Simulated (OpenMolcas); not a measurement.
An OpenMolcas run meant for V2+ (ANO-RCC-VDZ, X2C; inactive shells 1s 2s 2p 3s 3p; intended active space 3 electrons in 5 orbitals (3d)). One step of its input:

```
&RASSCF
FileOrb=start.orb
Symmetry=1
Spin=4
nActEl=3 0 0
Inactive=3 6
Ras2=5 0
CIRoot=9 9 1
SDav=10
CIMx=300
Iter=79 100
PrWF=0.3
OrbListing=Nothing
MaxOrb=0
Atom
```

The run finished. Its levels beside those of a sound run (CASSCF), in cm⁻¹ above each run's lowest level:

```tsv
Level	This run	Usual run
3d³ ⁴F_3/2	0.0	0.0
3d³ ⁴F_5/2	159	159
3d³ ⁴F_7/2	379	379
3d³ ⁴F_9/2	655	655
3d³ ²G_7/2	14944	14947
3d³ ²G_9/2	15176	15179
3d³ ²P_1/2	19729	19739
3d³ ²H_9/2	19760	19759
3d³ ²P_3/2	19819	19845
3d³ ²H_11/2	19940	19940
3d³ ²F_7/2	34116	34105
3d³ ²F_5/2	34220	34205
```

**Question.** Which setting is unsound, and how much does it matter here?

**Answer.** CIRoot is one short, so the average cuts through a term and the orbitals lose spherical symmetry. Against the sound run the excited levels shown move by 6.6 cm-1 on average and by 27 cm-1 at most.

Without dynamic correlation excited terms often stand tens of per cent too high (terms of higher spin than the ground term too low), and those without a measured partner can miss by more than the paired ones. Only configurations of the active space appear.
